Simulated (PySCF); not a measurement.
## Kr⁺: ionisation energy

Kr⁺ [Ar] 3d10 4s2 4p5 (2P) → Kr²⁺ [Ar] 3d10 4s2 4p4 (3P), as a difference of total energies. Computed with PySCF 2.14 in aug-cc-pVDZ-PP with ECP10MDF (5s4p3d, 32 functions), with scalar relativity through the core potential. Correlated levels: valence: 3s2 3p6 3d10 frozen. The calculations carry no spin-orbit coupling.

```csv
method,ionisation energy (eV)
UHF,23.246
LDA,24.553
PBE,24.265
PBE0,24.315
r2SCAN,24.410
r2SCAN0,24.402
B3LYP,24.427
BP86,24.410
TPSS,24.307
MP2 (valence),23.853
SCS-MP2 (valence),23.824
```

Problem. How much does correlation contribute at MP2 (valence)?

Solution. 23.853 − (23.246) = 0.607 eV, measured against UHF.

The reference lies between the lowest fine-structure levels, while these numbers refer to the centres of the terms.

Errors of the correlated levels include the incompleteness of this basis and the frozen core.

For comparison: 24.360 eV (measured; NIST Atomic Spectra Database, ionization energies).
